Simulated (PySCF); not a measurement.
CH4Cl2GaN, SMILES [Ga]([Cl])([Cl])[NH]C. Atoms are numbered in the order given.

```xyz
9

Ga     0.0741     0.1188     0.0000
Cl     0.6772     2.1791     0.0000
Cl    -2.0165    -0.3826     0.0000
N      1.2990    -1.2023     0.0000
C      1.0385    -2.6308     0.0000
H      2.2817    -0.9471     0.0000
H      1.4559    -3.1318    -0.8928
H      1.4559    -3.1318     0.8928
H     -0.0466    -2.8133     0.0000
```

Geometry optimised at B3LYP-D3(BJ)/def2-SVP. The structure was generated by enumeration; whether it is a known compound was not checked. One conformer was computed; it need not be the lowest.

Two levels are set side by side: PBE/pcSseg-1 (PySCF) and PBE0/pcSseg-1 (PySCF). GIAO shifts against HCl (³⁵Cl), NH3 (¹⁵N), TMS (¹H), TMS (¹³C) at the same level; non-relativistic, no solvent, atoms listed together averaged. Without spin–orbit terms, shifts of atoms bonded to Cl or Br come out too high at both levels. Differences are taken from unrounded values.

```csv
quantity,PBE0,PBE,PBE minus PBE0
δ(¹⁵N) of N4 (ppm),66.8,83.4,16.5
δ(¹³C) of C5 (ppm),36.3,38.0,1.7
δ(¹H) of H6 (ppm),2.06,2.43,0.37
```

Rough cost on one machine, each run with all the roots and properties that it gave: PBE0 against PBE within a factor of 2.
